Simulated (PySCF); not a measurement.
F₂HS, SMILES [SH+](F)F, charge +1. Atoms are numbered in the order given.

```xyz
4

F     -0.0312    -0.4721    -1.1812
S      0.1092     0.4735     0.0000
F     -0.0312    -0.4721     1.1812
H     -1.1856     0.9216     0.0000
```
Charge +1, spin multiplicity 1.

Geometry: PBE0-D3(BJ)/def2-TZVP. The isomer is the one that the SMILES or the coordinates give; other isomers of the formula were not compared.

All values below come from PBE0/pcSseg-2 run with PySCF.

GIAO shieldings, no solvent; atoms alike by connectivity are averaged. δ = σ(ref) − σ: ¹⁹F against CFCl3 (σ = 165.8 ppm); ³³S against H2S (σ = 711.3 ppm); ¹H against TMS (σ = 31.54 ppm), references at their B3LYP-D3(BJ)/def2-TZVP geometries, non-relativistic.

Computed chemical shifts:
```csv
nucleus,atoms,count,δ (ppm)
¹⁹F,"F1, F3",2,-95.6
³³S,S2,1,830.3
¹H,H4,1,11.25
```
